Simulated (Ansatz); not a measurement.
Mulliken charges of C2H4AlFS (`[CH3][Al]1[S][CH]1F`) from ωB97M-V/def2-TZVPP in Ansatz (PBE0-D4/def2-TZVP geometry).

```csv
atom,x (Å),y (Å),z (Å),charge (e)
C1,-1.003,-0.854,-1.329,-0.451
Al2,0.163,-0.209,0.072,0.356
S3,1.945,-0.448,1.206,-0.171
C4,0.798,1.039,1.400,0.001
F5,1.407,2.217,1.024,-0.222
H6,-0.681,-1.832,-1.692,0.122
H7,-2.032,-0.937,-0.969,0.119
H8,-1.002,-0.157,-2.171,0.122
H9,0.493,1.134,2.440,0.124
```

**Question.** By hand: the dipole of these point charges (1 e Å = 4.8032 D).

**Answer.** Σ q r = (-0.520, -0.317, -0.091) e Å, of length 0.616 e Å = 2.96 D.

**Question.** How does the dipole of the full density compare? (An estimate is asked.)

**Answer.** The calculation gave: (-0.682, -0.325, -0.356) e Å, 4.01 D; the point charges give 0.74 times that, at 18° from its direction.

Point charges leave out the atoms' own dipoles, such as those of lone pairs, and Mulliken's split depends on the basis, so the two needn't agree.
